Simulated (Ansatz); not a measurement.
Z-matrix (Å, degrees):
```
Si
C 1 1.922
H 1 1.483 2 108.0
H 1 1.479 2 107.8 3 -120.5
H 1 1.483 2 107.9 3 119.0
O 2 1.343 1 113.9 3 -59.1
O 2 1.207 1 125.5 3 121.0
Si 6 1.688 2 114.8 1 -180.0
F 8 1.590 6 102.6 2 -180.0
H 8 1.473 6 110.9 2 -64.8
H 8 1.473 6 110.9 2 64.9
```

The species carries charge 0 and has multiplicity 1.

(1) List the B3LYP/def2-TZVPP orbital energies in eV (the Gaussian-basis code of Ansatz). (Estimate.)

## Answers

(1) Computed: Occupied: -1800.78, -1799.57, -671.67, -521.96, -521.01, -280.75, -145.13, -144.14, -100.51, -100.46, -100.40, -99.47, -99.44, -99.44, -32.69, -30.62, -28.15, -18.13, -15.74, -14.81, -13.59, -13.41, -13.31, -12.45, -12.33, -11.76, -10.36, -10.26, -9.96, -9.90, -9.34, -8.04. Lowest empty: -1.44, 0.05, 0.34, 0.40, 0.77, 1.25, 1.32, 1.80.

B3LYP here is the variant with VWN-RPA as its local correlation; programs differ in this.
